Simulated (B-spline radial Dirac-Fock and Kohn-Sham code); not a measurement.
Form factor and incoherent scattering function of Mg

System: the free magnesium atom, [Ne] 3s2.

Model: relativistic Hartree-Fock (Dirac-Fock) wave functions, averaged over the configuration. Program: an atomic code on a B-spline grid. f₀ is the Fourier transform of the spherical electron density, S the Waller-Hartree incoherent function, and s = sin θ/λ. The electron scattering factor follows from the Mott-Bethe formula f_e = 0.023934 Å⁻¹·(Z − f₀)/s².

```tsv
s (Å⁻¹)	f₀	S	f_e (Å)	tabulated f₀	tabulated S
0	12.000	0.000	–	11.999	0.000
0.05	11.507	0.829	4.717	11.509	0.831
0.1	10.472	2.064	3.656	10.472	2.066
0.15	9.502	2.827	2.657	9.502	2.829
0.2	8.735	3.442	1.953	8.737	3.444
0.25	8.078	4.094	1.502	8.077	4.096
0.3	7.447	4.769	1.211	7.444	4.771
0.35	6.817	5.431	1.013	6.816	5.434
0.4	6.195	6.060	0.868	6.196	6.064
0.45	5.595	6.643	0.757	5.597	6.648
0.5	5.034	7.176	0.667	5.034	7.181
0.6	4.059	8.081	0.528	4.056	8.086
0.7	3.297	8.779	0.425	3.293	8.784
0.8	2.728	9.300	0.347	2.729	9.304
0.9	2.316	9.685	0.286	2.321	9.689
1	2.022	9.972	0.239	2.028	9.975
1.1	1.812	10.193	0.202	1.815	10.195
1.2	1.660	10.370	0.172	1.660	10.371
1.4	1.459	10.647	0.129	1.453	10.649
1.6	1.326	10.870	0.100	1.321	10.873
1.8	1.219	11.061	0.080	1.219	11.063
2	1.121	11.226	0.065	1.126	11.229
2.5	0.892	11.540	0.043	0.903	11.543
3	0.691	11.736	0.030	0.698	11.738
3.5	0.527	11.850	0.022	0.524	11.852
4	0.401	11.915	0.017	0.388	11.916
5	0.234	11.972	0.011	0.223	11.972
6	0.141	11.990	0.008	0.155	11.990
```

Tabulated f₀: the analytical fit of Waasmaier and Kirfel, Acta Cryst. A51, 416 (1995); tabulated S: Hubbell et al., J. Phys. Chem. Ref. Data 4, 471 (1975). These are calculations too.

f₀ starts at the number of electrons, 12, and has fallen to half at s ≈ 0.42 Å⁻¹. The sum of ⟨r²⟩ over the electrons is 29.53 bohr². It fixes the forward electron scattering factor, f_e(0) = (a₀/3)Σ⟨r²⟩ = 5.209 Å.
